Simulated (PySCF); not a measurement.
**OsSe₂⁺: one-bond stretch**

Computed with UB3LYP in PySCF with Os def2-SVP with ECP60, Se def2-SVP; scalar-relativistic core potentials, no spin–orbit coupling; density-fitted integrals.

Rigid scan from the doublet minimum (Os–Se 2.188 Å (×2); Se–Os–Se 111.2°). Coordinate: the bond from Os to the last atom (Se) scaled, the rest fixed. Energies in kJ/mol from the minimum.

```tsv
scale of one bond	E (kJ/mol)	dipole size (D, about the centre of mass)	⟨S²⟩
0.92	53.5	0.70	0.85
0.96	11.6	0.58	0.89
1.00	0.0	0.55	0.94
1.05	13.2	0.64	1.00
1.12	60.2	0.83	1.16
1.20	127.5	0.92	1.48
1.35	238.2	0.57	2.20
1.55	323.6	–	2.93
1.80	367.4	–	3.19
2.20	396.7	–	3.20
```

Spin contamination is strong at 1.05, 1.12, 1.20, 1.35, 1.55, 1.80, 2.20, so these points are less reliable.

Other spin states or occupations of the open shell can lie lower. No spin–orbit coupling is included, which matters more the heavier the element.

Other isomers or separated fragments may lie lower.

The scan took 67 s on 2 threads of a shared Arm Neoverse V2 host; the process peaked at 0.95 GiB.
